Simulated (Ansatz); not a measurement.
`CC(C)(C)CS` and `BC(C)(C)C` differ in one atom or group.

Ansatz, PBE0-D4/def2-TZVP geometries, multiplicity 1. Each molecule was computed in one conformer, which needn't be the lowest.

| property | `CC(C)(C)CS` |
| --- | --- |
| LUMO energy (PBE0/def2-TZVPP) / eV | 0.51 |
| LUMO energy (PBE/def2-TZVPP) / eV | -0.39 |
| LUMO energy (B3LYP/def2-TZVPP) / eV | 0.21 |
| HOMO–LUMO gap (PBE/def2-TZVPP) / eV | 5.13 |
| HOMO–LUMO gap (PBE0/def2-TZVPP) / eV | 7.25 |
| HOMO energy (B3LYP/def2-TZVPP) / eV | -6.51 |

(1) What does the change do to each property? (An estimate is asked.)

Answers

(1) The calculation gave: 
| property | `BC(C)(C)C` | shift |
| --- | --- | --- |
| LUMO energy (PBE0/def2-TZVPP) / eV | -1.14 | -1.65 |
| LUMO energy (PBE/def2-TZVPP) / eV | -2.17 | -1.78 |
| LUMO energy (B3LYP/def2-TZVPP) / eV | -1.38 | -1.59 |
| HOMO–LUMO gap (PBE/def2-TZVPP) / eV | 4.64 | -0.49 |
| HOMO–LUMO gap (PBE0/def2-TZVPP) / eV | 6.97 | -0.28 |
| HOMO energy (B3LYP/def2-TZVPP) / eV | -7.93 | -1.42 |

With PBE0 the HOMO falls by 1.36 eV and the LUMO falls by 1.65 eV, so the gap narrows by about 0.29 eV. PBE moves the HOMO by -1.29 eV and ωB97M-V by -1.41 eV.

B3LYP here is the variant with VWN-RPA as its local correlation; programs differ in this.
